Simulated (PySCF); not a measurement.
Gas-phase reaction: GeBr₂ + 4 F = GeF₂ + 2 BrF

Computed with PySCF and rigid-rotor harmonic-oscillator thermochemistry at 1 bar. † marks an energy on the PBE0/def2-TZVP geometry and frequencies; other levels use their own. MP2 freezes the core. 6-31G* has spherical d functions here. Open shells (unrestricted): F (multiplicity 2, electronic degeneracy 6); the rest are closed-shell singlets. Spin-orbit splitting is ignored; it lowers the true energy and changes the entropy of F. B3LYP is the form with VWN-RPA correlation. Br, Ge: all electrons, no relativistic terms. MP2 isn't extrapolated to the basis-set limit; its ΔH°(298 K) is -810.7 kJ in def2-SVP and -919.2 kJ in def2-TZVPP. The harmonic model lacks anharmonicity and excited electronic states, which grow with temperature; levels with a mode under 35 cm⁻¹ are left out. Soft modes under 120 cm⁻¹ make the harmonic entropy rough for GeBr₂.

```tsv
level	ΔE electronic, kJ	ΔH°(298 K), kJ	ΔS°(298 K), J/K	ΔG°(1200 K), kJ
B3LYP/6-31G*	-859	-854	-232	-562
HF/def2-TZVP†	-331	-327	-232	-34
MP2/def2-SVP†	-816	-811	-232	-518
PBE/def2-SVP	-961	-957	-231	-666
ωB97M-V/def2-TZVP†	-895	-891	-232	-598
```
ΔH° is lowest at PBE/def2-SVP and highest at HF/def2-TZVP†. No reference value is set beside these.
